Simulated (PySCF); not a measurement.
# C₆ coefficients of unlike pairs at wB97X

Calculated with PySCF 2.14 from the dipole response of each species, C₆(A,B) = (3/π) ∫ α_A(iu) α_B(iu) du, in atomic units, from isotropic polarisabilities. For ions this is the dispersion term alone; charge-induced terms of lower order in 1/R come first.

| species | configuration | basis | relativity | α (bohr³) | C₆ (like pair) |
| --- | --- | --- | --- | --- | --- |
| Sb³⁺ | [Kr] 4d10 5s2 (1S) | aug-cc-pVTZ-DK3 (8s7p5d2f) | spin-free X2C | 10.84 | 47.37 |
| Se | [Ar] 3d10 4s2 4p4 (3P) | aug-cc-pVDZ-DK (6s5p3d) | spin-free X2C | 24.29 | 200.9 |
| N⁺ | [He] 2s2 2p2 (3P) | aug-cc-pVDZ-DK (4s3p2d) | spin-free X2C | 3.916 | 8.591 |
| Mg²⁺ | [Ne] (1S) | aug-cc-pVQZ with one added diffuse shell each of s, p, d, f, g type (8s7p5d4f3g) | none | 0.3412 | 0.2409 |

(1) Estimate C₆ for N⁺ with Sb³⁺.

No spin-orbit coupling is included.

The other pairs:

```tsv
pair	C₆
Mg²⁺, N⁺	1.226
Se, Sb³⁺	96.78
N⁺, Se	40.20
Mg²⁺, Se	4.985
Mg²⁺, Sb³⁺	2.687
```

Results:

(1) The integral gives 19.96. The combination rule 2 C_A C_B / (C_A α_B/α_A + C_B α_A/α_B) gives 19.90 and the geometric mean 20.17.
